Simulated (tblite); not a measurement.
Species: C₅H₁₁BrSi₂.
Atom-mapped SMILES: `[Br:1][CH2:2][SiH2:3][C@@H:4]1[CH:5]=[CH:6][SiH2:7][CH2:8]1` (hydrogens: H9, H10 on C2; H11, H12 on Si3; H13 on C4; H14 on C5; H15 on C6; H16, H17 on Si7; H18, H19 on C8)

Computed with GFN2-xTB (tblite), gas phase: L-BFGS steps from a force-field or distance-geometry start until the largest atomic force falls under 0.01 eV/Å.

Step 51: E = -647.7711 eV
```
atom  x, y, z in Å  |  force x, y, z in eV/Å
Br1     4.4905    0.7189    0.7726    0.014  -0.035  -0.004
C2      3.0314   -0.4342    0.1719    0.017  -0.010   0.001
Si3     1.3745    0.1297    0.9580   -0.071   0.004   0.014
C4     -0.0210    0.0554   -0.3568   -0.022  -0.014   0.037
C5     -0.7719    1.3501   -0.4198    0.012   0.009  -0.021
C6     -2.0995    1.3348   -0.4753    0.013   0.017   0.013
Si7    -2.7725   -0.4094   -0.4476    0.001  -0.014   0.026
C8     -1.0195   -1.0971   -0.1198   -0.025  -0.006   0.006
H9      3.3113   -1.4391    0.4774   -0.003  -0.006  -0.016
H10     3.0448   -0.3898   -0.9142    0.011   0.038  -0.011
H11     1.1073   -0.8043    2.0609    0.013   0.069   0.007
H12     1.5491    1.4923    1.4719   -0.022  -0.048  -0.023
H13     0.4434   -0.0814   -1.3439   -0.020   0.010   0.042
H14    -0.1941    2.2652   -0.4386    0.039  -0.004  -0.022
H15    -2.6691    2.2478   -0.5331   -0.022   0.006  -0.022
H16    -3.7168   -0.6570    0.6444    0.013  -0.034   0.036
H17    -3.3616   -0.8848   -1.7027    0.013   0.022  -0.056
H18    -0.9690   -1.4260    0.9178    0.023  -0.031  -0.018
H19    -0.7670   -1.9621   -0.7307    0.014   0.026   0.010
```

Step 52: E = -647.7720 eV
```
atom  x, y, z in Å  |  force x, y, z in eV/Å
Br1     4.4967    0.6954    0.7994    0.025  -0.032  -0.001
C2      3.0322   -0.4336    0.1716   -0.036  -0.018   0.004
Si3     1.3740    0.1371    0.9554   -0.026  -0.014  -0.023
C4     -0.0194    0.0565   -0.3604   -0.052   0.006   0.022
C5     -0.7744    1.3493   -0.4223    0.008   0.024  -0.028
C6     -2.1022    1.3337   -0.4734    0.006  -0.003   0.013
Si7    -2.7704   -0.4127   -0.4434   -0.032  -0.007  -0.006
C8     -1.0156   -1.0974   -0.1215   -0.034   0.004   0.009
H9      3.2952   -1.4462    0.4675    0.010   0.002  -0.022
H10     3.0539   -0.3765   -0.9142    0.012   0.040   0.007
H11     1.1046   -0.7962    2.0577    0.012   0.072   0.020
H12     1.5542    1.5010    1.4629   -0.028  -0.045  -0.020
H13     0.4428   -0.0782   -1.3492   -0.015   0.007   0.057
H14    -0.2003    2.2660   -0.4451    0.062   0.008  -0.018
H15    -2.6734    2.2462   -0.5292   -0.009  -0.012  -0.023
H16    -3.7144   -0.6584    0.6491    0.016  -0.039   0.043
H17    -3.3650   -0.8906   -1.6967    0.028   0.031  -0.036
H18    -0.9639   -1.4240    0.9164    0.030  -0.045  -0.011
H19    -0.7643   -1.9624   -0.7323    0.020   0.021   0.010
```

**Question.** Estimate the geometry and energy of step 53. (The exact step hangs on the optimiser's Hessian estimate; all steps are aligned on step 52, rigid shifts and turns removed.)

**Answer.** E = -647.7734 eV, largest force 0.091 eV/Å
```
atom  x, y, z in Å  |  force x, y, z in eV/Å
Br1     4.5050    0.6638    0.8340    0.025  -0.036   0.001
C2      3.0325   -0.4330    0.1713   -0.088  -0.025   0.001
Si3     1.3727    0.1465    0.9518    0.042  -0.035  -0.070
C4     -0.0182    0.0580   -0.3645   -0.083   0.034   0.000
C5     -0.7773    1.3487   -0.4260   -0.004   0.041  -0.028
C6     -2.1053    1.3321   -0.4703   -0.008  -0.027   0.010
Si7    -2.7681   -0.4171   -0.4378   -0.069   0.007  -0.044
C8     -1.0112   -1.0979   -0.1234   -0.040   0.016   0.014
H9      3.2740   -1.4553    0.4538    0.024   0.022  -0.035
H10     3.0656   -0.3580   -0.9140    0.012   0.037   0.041
H11     1.1012   -0.7839    2.0543    0.008   0.066   0.044
H12     1.5603    1.5116    1.4508   -0.033  -0.030  -0.013
H13     0.4418   -0.0741   -1.3547   -0.005  -0.001   0.067
H14    -0.2070    2.2671   -0.4545    0.083   0.017  -0.013
H15    -2.6792    2.2441   -0.5247    0.009  -0.036  -0.023
H16    -3.7109   -0.6613    0.6562    0.022  -0.044   0.046
H17    -3.3687   -0.8971   -1.6900    0.046   0.042  -0.006
H18    -0.9565   -1.4226    0.9145    0.035  -0.059   0.001
H19    -0.7604   -1.9624   -0.7343    0.025   0.012   0.005
```

The energy changes by -0.0014 eV. The first-order estimate −F·Δx gives -0.0018 eV and the mean of the old and new forces, exact on a quadratic surface, -0.0014 eV. The step makes an angle of 83° with the force vector and moves no atom by more than 0.048 Å.

The cost below is that of the whole relaxation. The run took 7.3 s on one thread, AMD EPYC (x86_64) (shared host).
